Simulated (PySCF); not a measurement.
A structure optimised at PBE-D3(BJ)/def2-SVP, used in a PySCF frequency run:

```xyz
13

C     -1.1481     0.0315    -1.2172
N     -0.3837    -0.1597     0.0000
C     -1.1481     0.0315     1.2172
Si     1.3577     0.0120     0.0000
H     -2.0321    -0.6477    -1.2367
H     -1.5360     1.0745    -1.3387
H     -0.5301    -0.2017    -2.1080
H     -2.0321    -0.6477     1.2367
H     -0.5301    -0.2017     2.1080
H     -1.5360     1.0745     1.3387
H      1.8863     1.4342     0.0000
H      1.8826    -0.6570     1.2415
H      1.8826    -0.6570    -1.2415
```
Charge 0, spin multiplicity 1.

Write its SMILES, formula and point group.

CN(C)[SiH3], C2H9NSi, Cs

What are its rotational constants (standard atomic weights)?

8.2945, 4.3429, 3.0789 GHz
